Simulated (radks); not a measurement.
The numbers below are computed, except where a source is named.
Spherical jellium clusters: N electrons in a uniform positive sphere of charge N and radius rs N^(1/3), rs = 2.87 bohr. Level of theory: non-relativistic Kohn-Sham, exchange-only LDA, spin-polarised, spherical densities (a radial shooting solver with Libxc functionals). Levels are named by radial order and angular momentum (1s, 1p, 1d, 2s, ...), and open shells are averaged over m.

N = 11, configuration 1s2 1p6 1d(up 3, down 0). This is the lowest configuration that the search found. Occupied and some empty levels:

level    occupation  eigenvalue (eV)  <r> (bohr)
1s up             1          -6.5340       4.220
1s down           1          -6.0692       3.912
1p up             3          -4.5575       5.208
1p down           3          -3.7839       5.036
1d up             3          -2.2785       6.204
2s up             0          -1.7615       6.472
1d down           0          -1.3671       6.229
2s down           0          -1.1973       6.609
2p up             0         -0.32523       10.73
1f up             0        -0.053452       8.309

Energy (eV): total -5.02634, kinetic 33.291, external -590.93, Hartree 283.56, exchange-correlation -40.454, background 309.51.
